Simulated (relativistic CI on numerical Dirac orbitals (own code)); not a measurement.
## W34+: computed level list

Calculated at this level of theory: Dirac-Coulomb-Breit CI, orbitals from a KLI potential per configuration, a model potential for QED, unscaled Slater integrals (own radial code, finite nucleus).

Configurations in the expansion (outside the closed core [Ar] 3d10): 4s²4p⁶4d⁴, 4s²4p⁶4d³4f, 4s²4p⁵4d⁵, 4s4p⁶4d⁵, 4s²4p⁵4d⁴4f, 4s4p⁶4d⁴4f, 4s²4p⁶4d³5s, 4s²4p⁶4d²4f5s, 4s²4p⁶4d³5p, 4s²4p⁶4d³5d, 4s²4p⁵4d⁴5s, 4p⁶4d⁵4f, 4s²4p⁶4d³5f, 4s²4p⁶4d²5s5p, 4s4p⁶4d³4f5s, 4s²4p⁶4d³6s, 4s²4p⁶4d³6p, 4p⁶4d⁵5p, 4p⁶4d⁶, 4p⁵4d⁷, 4p⁵4d⁶4f, 4s²4p⁶4d²5s², 4s²4p⁶4d4f5s², 4s²4p⁵4d²4f5s², 4s4p⁶4d²4f5s². Double excitations out of closed p, d and f shells are left out; levels of such configurations are missing from the list, as are those of other unlisted configurations, and high levels can miss mixing partners. These lack a partner that the ground configuration has and come out too high: 4s²4p⁵4d⁴5s.

The lowest level is 4s²4p⁶4d⁴ ³P0, with 56 % of that term; Hund's rules for 4s²4p⁶4d⁴ give ⁵D with J = 0, of which the calculation keeps J, while another term leads.

```
No.  Configuration  Term  J  E (cm⁻¹)   %  Landé g  Lifetime (s)
  1      4s²4p⁶4d⁴    ³P  0         0  56                       
  2      4s²4p⁶4d⁴    ⁵D  1    112026  63    1.497      2.62e-05
  3      4s²4p⁶4d⁴    ³F  4    153807  29    1.084              
  4      4s²4p⁶4d⁴    ⁵D  2    155471  50    1.276      5.25e-04
  5      4s²4p⁶4d⁴    ⁵D  3    168045  28    1.173      1.58e-02
  6      4s²4p⁶4d⁴    ⁵D  0    257176  62               8.10e-06
  7      4s²4p⁶4d⁴    ⁵D  2    264589  39    1.182      1.30e-05
  8      4s²4p⁶4d⁴    ³H  4    265302  39    1.157      2.50e-05
  9      4s²4p⁶4d⁴    ⁵D  3    270912  45    1.134      2.42e-05
 10      4s²4p⁶4d⁴    ³H  5    285660  68    1.082      4.55e-05
 11      4s²4p⁶4d⁴    ³H  6    296384  50    1.080      7.75e-02
 12      4s²4p⁶4d⁴    ³P  1    299486  45    1.125      1.92e-05
 13      4s²4p⁶4d⁴    ³G  4    313515  57    1.031      1.05e-04
 14      4s²4p⁶4d⁴    ³F  3    313821  43    1.101      3.07e-05
 15      4s²4p⁶4d⁴    ³D  2    319483  34    1.091      7.44e-05
 16      4s²4p⁶4d⁴    ³F  2    364934  45    1.007      1.26e-05
 17      4s²4p⁶4d⁴    ³F  4    372581  62    1.221      3.42e-05
 18      4s²4p⁶4d⁴    ³P  2    414124  40    1.181      1.27e-04
 19      4s²4p⁶4d⁴    ¹G  4    417805  29    1.125      1.00e-05
 20      4s²4p⁶4d⁴    ³F  3    418904  45    1.171      8.33e-06
 21      4s²4p⁶4d⁴    ³G  5    436323  68    1.144      1.74e-05
 22      4s²4p⁶4d⁴    ³D  1    436603  56    0.925      6.31e-06
 23      4s²4p⁶4d⁴    ¹I  6    439554  50    1.079      1.97e-05
 24      4s²4p⁶4d⁴    ³P  0    452137  61               1.70e-05
 25      4s²4p⁶4d⁴    ³F  2    468317  50    1.047      9.32e-06
 26      4s²4p⁶4d⁴    ¹F  3    472876  37    1.086      1.31e-05
 27      4s²4p⁶4d⁴    ¹S  0    509117  72               2.13e-05
 28      4s²4p⁶4d⁴    ³F  3    520953  67    1.062      1.58e-05
 29      4s²4p⁶4d⁴    ³P  1    522459  91    1.439      1.00e-05
 30      4s²4p⁶4d⁴    ¹G  4    527632  71    1.043      1.11e-05
```

Energies count from the lowest computed level; lifetimes are radiative, by E1, M1, E2, M2, E3 decay to levels of this space only; some are left blank where a channel outside the calculation adds to the decay or the decay crosses a small, uncertain gap.

The mean weight of the leading LS term, summed over parents, in these 30 levels is 52 %, and that of the leading jj configuration (from the same eigenvectors) 90 %, so jj coupling describes them better and the LS labels are nominal.

At this charge energies of transitions that change n are usually good to better than 1 %, and those within a shell (Δn = 0) to a few per cent. Terms inside the open d or f shell come out 10 to 20 % too wide with unscaled integrals.

LS names give the leading component of a level, which can be under half, so a name can repeat, a term be missing and a line seem to break the LS rules.
